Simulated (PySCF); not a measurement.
**Two-component Hartree-Fock for Pr (praseodymium, neutral)**

Start: [Xe] 4f3 6s2; 4f5/2 filled at m_j = +1/2, +3/2, +5/2. Calculated with PySCF 2.14 in x2c-TZVPall-2c: generalised Hartree-Fock with the X2C-1e Hamiltonian and a Gaussian nucleus; one run each with spin-orbit coupling (SO) switched off, then screened by Boettger's factors.

```csv
spinor shell,electrons,"ε, spin-free (eV)","ε, screened SO (eV)",weight of nominal j (screened SO),"rms radius, screened SO (bohr)"
1s1/2,2,-42193.1,-42187.0,1.000,0.0275
2s1/2,2,-6899.0,-6897.1,1.000,0.111
2p1/2,2,-6166.4,-6504.2,1.000,0.0958
2p3/2,4,-6166.4,-6018.1,1.000,0.102
3s1/2,2,-1534.8,-1534.2,1.000,0.290
3p1/2,2,-1297.6,-1366.2,1.000,0.282
3p3/2,4,-1297.6,-1267.0,1.000,0.294
3d3/2,4,-964.35,-977.02,0.999,0.266
3d5/2,6,-964.35,-955.22,0.999,0.269
4s1/2,2,-324.87,-324.65,1.000,0.661
4p1/2,2,-244.64,-260.39,0.988,0.685
4p3/2,4,-244.64,-237.46,0.994,0.711
4d3/2,4,-126.70,-131.68,0.832,0.783
4d5/2,6,-126.70,-123.16,0.888,0.788
5s1/2,2,-48.808,-48.766,1.000,1.63
5p1/2,2,-26.980,-29.526,0.935,1.84
5p3/2,4,-26.980,-25.820,0.967,1.94
4f5/2,3,-10.813,-10.841,0.792,1.21
6s1/2,2,-4.666,-4.667,1.000,5.19
```

| quantity | spin-free | screened SO |
| --- | --- | --- |
| E (hartree) | -9231.09374 | -9235.41277 |
| M_J | 9/2 | 9/2 |
| ⟨J²⟩ | 27.756 | 26.925 |
| ⟨L²⟩ | 42.003 | 41.804 |
| ⟨S²⟩ | 3.753 | 3.739 |

The determinant has a definite M_J but mixes levels of different J.

Each row is a mean over spinors that exchange with the open shell spreads, by up to 9.345 eV (4d3/2).

Rows whose weight is well below 1 are mixtures of j = l ± 1/2: exchange outweighs spin-orbit coupling there, and the label is only the starting occupation.

Breit and QED terms are absent; they matter most for the inner s and p1/2 levels.

Densities and radii are taken from the X2C orbitals without a picture-change correction, which distorts them close to the nucleus.

Without spin-orbit coupling the j labels of p, d and f shells carry no meaning; the spin-free column gives the mean over the occupied spinors of each nl shell, and its ⟨J²⟩ belongs to a mixture of degenerate components.
